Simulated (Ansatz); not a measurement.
Input (CCSDT(Q)/cc-pV(D+d)Z; Ansatz, an electronic-structure program): A basis named .json is the Basis Set Exchange file of that set.

Ansatz 0.2 input:
```yaml
crystal:
  periodic: [false, false, false]
  atoms:
    - {symbol: N, position_ang: [0.06140879, 0.44583266, 0.24310050]}
    - {symbol: Si, position_ang: [-1.57115994, 0.27144094, -0.27148189]}
    - {symbol: Si, position_ang: [1.55369990, -0.40878359, 0.18665150]}
    - {symbol: H, position_ang: [-2.03179393, 1.56803456, -0.82233273]}
    - {symbol: H, position_ang: [-1.80765350, -0.79124450, -1.28225572]}
    - {symbol: H, position_ang: [-2.34763685, -0.04917274, 0.95405778]}
    - {symbol: H, position_ang: [1.76332050, -0.94405257, 1.55676220]}
    - {symbol: H, position_ang: [1.60415220, -1.53393187, -0.78205341]}
    - {symbol: H, position_ang: [2.63419073, 0.55233549, -0.13825616]}
basis:
  gaussian:
    orbitals: cc-pV_D+d_Z.json
magnetization: {spin_polarized: true, initial_magnetization: 1}
correlation: {method: ccsdt_q, electrons: outside_noble_gas}
```

Output:

```
Functional definition: HF
integrals: 0.23 GiB planned
1800 factors; integrals over basis functions are off by at most 2.2e-7 eV
mean field: 0.44 GiB planned
mean field evaluation 1: about -17297.3315 eV, gradient 2.0e1 eV
mean field evaluation 2: about -17297.3337 eV, gradient 2.0e1 eV
mean field evaluation 4: about -17300.8734 eV, gradient 3.2e0 eV
mean field evaluation 8: about -17301.0887 eV, gradient 1.5e-1 eV
mean field evaluation 16: about -17299.8816 eV, gradient 1.4e1 eV
mean field evaluation 32: about -17301.0894 eV, gradient 2.8e-6 eV
mean field evaluation 64: about -17300.5869 eV, gradient 2.6e-3 eV
mean field -17301.08940022 eV, -635.8033083584 hartree, gradient 2.8e-6 eV, S^2 0.759279; 4 other end points of the search recorded, 0 dependent functions left out
determinant -17301.08940022 eV, -635.8033083584 hartree, with singles and doubles -17311.83592975 eV, -636.1982360346 hartree
determinant -17300.58689258 eV, -635.7848415432 hartree, with singles and doubles -17311.31631306 eV, -636.1791404735 hartree
determinant -17301.08940022 eV, -635.8033083584 hartree, with singles and doubles -17311.83720123 eV, -636.1982827605 hartree
determinant -17300.58689258 eV, -635.7848415432 hartree, with singles and doubles -17311.31785820 eV, -636.1791972561 hartree
11 core orbitals not correlated
reference -17301.08940022 eV, -635.8033083584 hartree; 10, 9 occupied and 69, 70 virtual orbitals, 1800 factors
second order -9.12007336 eV of doubles, -0.00000000 eV of singles
coupled cluster: 8.13 GiB planned
cycle   1  -10.24960362 eV  change    -1.1e0 eV  update   9.6e-2
cycle   2  -10.82994589 eV  change   -5.8e-1 eV  update   3.9e-2
cycle   3  -11.03279706 eV  change   -2.0e-1 eV  update   2.4e-2
cycle   4  -11.03237235 eV  change    4.2e-4 eV  update   1.1e-2
cycle   5  -11.04062320 eV  change   -8.3e-3 eV  update   6.0e-3
cycle   6  -11.04349935 eV  change   -2.9e-3 eV  update   2.9e-3
cycle   7  -11.04257632 eV  change    9.2e-4 eV  update   1.2e-3
cycle   8  -11.04346184 eV  change   -8.9e-4 eV  update   5.1e-4
cycle   9  -11.04377858 eV  change   -3.2e-4 eV  update   2.2e-4
cycle  10  -11.04360670 eV  change    1.7e-4 eV  update   1.2e-4
cycle  11  -11.04360548 eV  change    1.2e-6 eV  update   6.2e-5
cycle  12  -11.04360433 eV  change    1.2e-6 eV  update   2.8e-5
cycle  13  -11.04363005 eV  change   -2.6e-5 eV  update   1.7e-5
cycle  14  -11.04365143 eV  change   -2.1e-5 eV  update   1.3e-5
cycle  15  -11.04365726 eV  change   -5.8e-6 eV  update   1.1e-5
cycle  16  -11.04365356 eV  change    3.7e-6 eV  update   1.0e-5
cycle  17  -11.04364741 eV  change    6.2e-6 eV  update   8.8e-6
cycle  18  -11.04364053 eV  change    6.9e-6 eV  update   7.1e-6
cycle  19  -11.04364414 eV  change   -3.6e-6 eV  update   4.7e-6
cycle  20  -11.04365036 eV  change   -6.2e-6 eV  update   2.6e-6
cycle  21  -11.04365082 eV  change   -4.7e-7 eV  update   1.4e-6
perturbative correction -0.01639183 eV, -0.0006023887 hartree
Total energy: -17312.14944287 eV, -636.2097574293 hartree
```
